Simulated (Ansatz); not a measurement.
Born–Oppenheimer molecular dynamics of ClF3H2OZr (8 atoms, charge 0, multiplicity 1). It starts at the highest image of a converged band. Of that band: Beside the main top the profile has a ripple of under 15 meV (maxima at images 2, 9), which may be a very shallow well or noise. A vibrational analysis at the climbing image gives one clearly imaginary mode, 345i cm⁻¹: a first-order saddle point.

Computed with Ansatz 0.2.0, RKS B3LYP-D4/def2-SVP.

| Quantity | Value |
| --- | --- |
| ensemble | NVE (velocity Verlet) |
| time step | 0.5 fs |
| steps asked | 200 |
| starting velocities drawn for | 100 K |
| seed | 7003 |

First frame:

```xyz
8
Properties=species:S:1:pos:R:3
Zr 0.058 -0.194 0.011
O -0.118 -0.245 2.050
H -0.545 0.240 2.767
F 1.710 0.371 -0.749
F -1.029 1.352 -0.217
F -0.879 -1.486 -1.028
Cl 1.433 -2.313 1.299
H 0.693 -1.393 2.105
```

Q: How far do the bonds stretch over the last three quarters of this one trajectory? (Pairs bonded in most of those frames.)

A: 
```
   bond  mean (Å)  spread (Å)  shortest  longest
 Zr1–O2     1.990       0.020      1.95     2.03
 Zr1–F4     1.905       0.026      1.87     1.95
 Zr1–F5     1.907       0.008      1.89     1.92
 Zr1–F6     1.909       0.022      1.88     1.95
Zr1–Cl7     2.930       0.077      2.83     3.08
  O2–H3     0.965       0.014      0.94     0.99
 Cl7–H8     1.335       0.020      1.30     1.38
```

Pairs bonded in part of these frames only: Zr1–H8 17 %.

Mean temperature of the second half: 101 K. The conserved energy stayed within 0.05 meV per atom of its start (net change 0.041 meV per atom), so the integration is sound. A run of 0.1 ps of so small a system gives no equilibrium averages. The orbitals stay closed-shell, which can raise the energy where a bond breaks towards radicals; this wasn't checked here.

The run took 7.8 min on 2 threads of Intel(R) Xeon(R) 6975P-C (Granite Rapids), on a shared host, peak memory 0.32 GiB.
